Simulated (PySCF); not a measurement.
AlF2 (SMILES [F][Al+][F]), charge +1, singlet, at a GFN2-xTB geometry (such geometries of metal compounds can be far from the true shape).

Here is a job for PySCF.
```python
from pyscf import gto, scf, dft

mol = gto.M(
    atom='''
Al    0.00000000    0.00000000    0.00000000
F     0.00000000    0.00000000    1.61313589
F    -0.00000000   -0.00000000   -1.61313589
''',
    basis='sto-3g',
    charge=1,
    verbose=4,
)

mf = dft.RKS(mol)
mf.xc = 'wb97x'
mf = mf.density_fit(auxbasis='def2-universal-jkfit')
mf.kernel()
```

**Question.** What does this run give for the HOMO energy, Mulliken (on the basis functions themselves) charges in atom order?

**Answer.** 
| Property | Value |
|---|---|
| HOMO energy | -16.37 eV |
| Mulliken (on the basis functions themselves) charges in atom order | Al1 1.25, F2 -0.13, F3 -0.13 |
